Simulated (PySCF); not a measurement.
SiBrCl3, SMILES Cl[Si](Cl)(Cl)Br. Heavy atoms are numbered as in [Cl:1][Si:2]([Cl:3])([Cl:4])[Br:5].

Coordinates come from a PBE-D3(BJ)/def2-SVP optimisation.

The numbers are results of HF/pcSseg-1 in PySCF, not measurements.

GIAO shieldings, no solvent; atoms alike by connectivity are averaged. δ = σ(ref) − σ: ³⁵Cl against HCl (σ = 958.2 ppm); ²⁹Si against TMS (σ = 393.8 ppm), references at their B3LYP-D3(BJ)/def2-TZVP geometries, non-relativistic (without spin–orbit terms, shifts of atoms bonded to Cl or Br come out too high).

Computed chemical shifts:
```csv
nucleus,atoms,count,δ (ppm)
³⁵Cl,Cl1,3,136.5
²⁹Si,Si2,1,25.4
```
